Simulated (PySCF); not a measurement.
Peak assignment

Geometry:
```tsv
atom	x (Å)	y (Å)	z (Å)
C1	4.110	0.526	0.890
N2	2.706	0.302	0.857
C3	2.137	-0.018	-0.223
C4	0.746	-0.241	-0.290
C5	-0.442	-0.455	-0.387
Si6	-2.281	-0.659	-0.513
C7	-2.993	-0.886	1.235
P8	-3.248	1.144	-1.463
H9	4.283	1.531	1.279
H10	4.605	0.419	-0.086
H11	4.549	-0.179	1.600
H12	2.674	-0.141	-1.180
H13	-2.546	-1.813	-1.386
H14	-4.075	-0.982	1.203
H15	-2.591	-1.777	1.705
H16	-2.754	-0.039	1.873
H17	-2.364	1.199	-2.526
H18	-2.525	2.075	-0.739
```

- geometry: GFN2-xTB
- σ from GIAO-PBE0/pcSseg-1
- program: PySCF 2.14
- no relativistic terms, one averaged value for each set of equivalent atoms, a single conformation, in vacuum

Scale: $^{13}$C (σ = 186.93 ppm), $^{1}$H (σ = 31.72 ppm) vs TMS (reference shieldings calculated alike).

Task: Assign these signals to the numbered atoms. $^{13}$C{$^{1}$H} NMR (computed): δ 146.9 (CH), 114.1 (C), 101.6 (C), 52.6 (CH3), -1.4 (CH3).

Result: 
| δ (ppm) | atoms | environment | reason |
| --- | --- | --- | --- |
| 146.9 | C3 | C=N carbon | – |
| 114.1 | C4 | alkyne carbon | – |
| 101.6 | C5 | alkyne carbon | sp carbons lie upfield of alkene carbons because the cylindrical π system leaves one tensor component strongly shielded |
| 52.6 | C1 | methyl carbon bonded to N | pulled downfield by the heteroatom |
| -1.4 | C7 | methyl carbon bonded to Si | an electropositive neighbour leaves it electron-rich and shielded |

Task: Assign these signals to the numbered atoms. $^{1}$H NMR (300 MHz, computed): δ 7.68 (s, 1H), 4.81 (m, 1H), 3.85 (s, 3H), 1.34 (m, 2H), 0.44 (m, 3H).

Result: 
7.68 → H12, hydrogen on a C=N carbon
4.81 → H13, hydrogen on a silicon bonded to 2 C, P
3.85 → H9/H10/H11, hydrogen on a methyl carbon bonded to N: its carbon carries N, an electronegative neighbour
1.34 → H17/H18, hydrogen on a phosphorus bonded to Si
0.44 → H14/H15/H16, hydrogen on a methyl carbon bonded to Si: an electropositive neighbour shields it, as in TMS itself

Splittings by $^{31}$P in the carbon and heteronuclear signals aren't shown, as no couplings were computed. Shifts are as computed. Against solution values, carbons near 30 ppm lie about +3 ppm off and those near 130 ppm about +5 ppm. Of 1211 compounds with measured shifts, 218 miss one by over three times the rms of a fit or turn the order of signals round; such compounds aren't used in these exercises. No couplings were computed; multiplicities are counted from neighbouring protons, with m where these are inequivalent, close in shift, in a saturated or five-membered ring or joined by F or P, and br s for small geminal =CH2 splittings.
